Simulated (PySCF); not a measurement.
Input of a response calculation (the driver script's job line, then coordinates in Å):

```
{"job": {"kind": "uv", "xc": "PBE0", "basis": "def2-SVPD", "nstates": 6, "ntriplets": 2}, "charge": 0, "multiplicity": 1}
N     -2.140065     0.213055     1.347949
C     -1.879533    -0.575835     0.414045
C     -0.875129    -0.405915    -0.714449
C     -0.380400     1.005581    -0.808043
C      0.756408     1.399941    -0.259403
C      1.678343     0.464162     0.458753
C      1.388984    -0.965148     0.120373
C      0.250740    -1.360288    -0.423166
H     -1.620677     1.091542     1.321822
H     -2.407616    -1.525730     0.414488
H     -1.375665    -0.698140    -1.645809
H     -1.020859     1.703958    -1.328912
H      1.076747     2.430371    -0.330513
H      2.716963     0.702448     0.209522
H      1.577450     0.607271     1.542374
H      2.176111    -1.675791     0.328873
H      0.071200    -2.399452    -0.657812
```

Its output, with some lines taken out ([cut]):

```
coarse grid: 14248 points
cycle   1  E = -326.1428528338  dE =  1.168e+00  |g| = 4.544e-01  |ddm| = 9.914e+00
cycle   2  E = -326.0980991009  dE =  4.475e-02  |g| = 6.503e-01  |ddm| = 4.320e+00
cycle   3  E = -326.1949121440  dE = -9.681e-02  |g| = 1.215e-01  |ddm| = 2.773e+00
cycle   4  E = -326.1980455083  dE = -3.133e-03  |g| = 4.773e-02  |ddm| = 3.728e-01
cycle   5  E = -326.1985814644  dE = -5.360e-04  |g| = 1.263e-02  |ddm| = 1.956e-01
cycle   6  E = -326.1986128327  dE = -3.137e-05  |g| = 6.012e-03  |ddm| = 3.736e-02
cycle   7  E = -326.1986221935  dE = -9.361e-06  |g| = 8.385e-04  |ddm| = 1.811e-02
final grid: 137800 points
cycle   8  E = -326.2446275696  dE = -4.354e-05  |g| = 7.618e-03  |ddm| = 2.437e-01
cycle   9  E = -326.2446224307  dE =  5.139e-06  |g| = 8.930e-03  |ddm| = 6.878e-02
cycle  10  E = -326.2446434715  dE = -2.104e-05  |g| = 7.289e-04  |ddm| = 3.864e-02
cycle  11  E = -326.2446435642  dE = -9.266e-08  |g| = 4.137e-04  |ddm| = 3.386e-03
cycle  12  E = -326.2446436081  dE = -4.395e-08  |g| = 8.854e-05  |ddm| = 1.170e-03
cycle  13  E = -326.2446436096  dE = -1.506e-09  |g| = 4.361e-05  |ddm| = 4.334e-04
cycle  14  E = -326.2446436101  dE = -4.305e-10  |g| = 1.031e-05  |ddm| = 1.508e-04
converged SCF energy = -326.2446436101

Static polarisability (au): isotropic 83.597, principal 69.666 81.892 99.233

Singlet excitations
state   eV       nm        f      main configurations
  1   5.0308    246.5   0.00520   H->L 0.79
[cut]
[cut]
[cut]
  5   6.5226    190.1   0.03381   H->L+2 0.47, H-2->L 0.22
[cut]

[cut]
```

Method: PySCF 2.14.0, density-fitted response routines, TDDFT PBE0/def2-SVPD, vertical, gas phase, core orbitals frozen in the response. One conformer (not necessarily the lowest) at the GFN2-xTB geometry, without solvent, vibrations or thermal averaging.

**Question.** What stood in the cut lines?

**Answer.** 
```
  2   5.8648    211.4   0.00202   H->L+1 0.57, H-1->L 0.22, H->L 0.08
  3   6.0274    205.7   0.02001   H-1->L 0.63, H->L+1 0.33
  4   6.4694    191.6   0.00289   H-2->L 0.48, H->L+2 0.40, H->L+3 0.09
  6   6.6700    185.9   0.01842   H->L+3 0.68, H-1->L+1 0.15
Triplet excitations (Tamm-Dancoff, eV): 4.0965 4.4320
```

**Question.** Give the mean polarisability in Å³.

**Answer.** 83.60 au × 0.148185 = 12.39 Å³.

**Question.** What is the polarisability anisotropy, √(½[(α1 − α2)² + (α2 − α3)² + (α3 − α1)²])?

**Answer.** 25.73 au.

**Question.** What is the total energy of state 1 at this geometry?

**Answer.** -326.24464 + 0.18488 = -326.05976 hartree.

**Question.** Write the structure that the coordinates describe.

**Answer.** `[H]/N=C\C1C=CCC=C1` (C7H9N), point group C1.

The SCF starts on a coarse grid; the energy jumps when the final grid takes over, and dE counts afresh there. H and L stand for HOMO and LUMO.

The values belong to the conformer `[H]/[N:1]=[CH:2]\[CH:3]1[CH:4]=[CH:5][CH2:6][CH:7]=[CH:8]1`: N1–C2–C3–C4 -13°.
